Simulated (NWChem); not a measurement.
BCl₂F in NWChem

SMILES: FB(Cl)Cl
```xyz
4

B      0.0000     0.0000     0.3575
F      0.0000     0.0000     1.6714
Cl     1.5302     0.0000    -0.4950
Cl    -1.5302     0.0000    -0.4950
```
Charge 0, spin multiplicity 1.

Everything below was run with NWChem. All single points use one geometry, from B3LYP/def2-SVP, a minimum by its harmonic frequencies.

Symmetry labels belong to the abelian group C2v used in the runs, with the axes of the coordinates shown.

The Pople sets run with spherical d functions. The structure started from a generated list of species.

Problem. List the lowest 6 singlet excitations that CIS/6-31+G* (spherical d) gives, with oscillator strengths.

Solution. 
| state | symmetry | energy (eV) | wavelength (nm) | f |
|---|---|---|---|---|
| 1 | a2 | 8.67 | 143 | 0.000 |
| 2 | b1 | 9.49 | 131 | 0.009 |
| 3 | b2 | 9.61 | 129 | 0.003 |
| 4 | b1 | 9.62 | 129 | 0.246 |
| 5 | a2 | 9.80 | 126 | 0.000 |
| 6 | a1 | 10.17 | 122 | 0.073 |
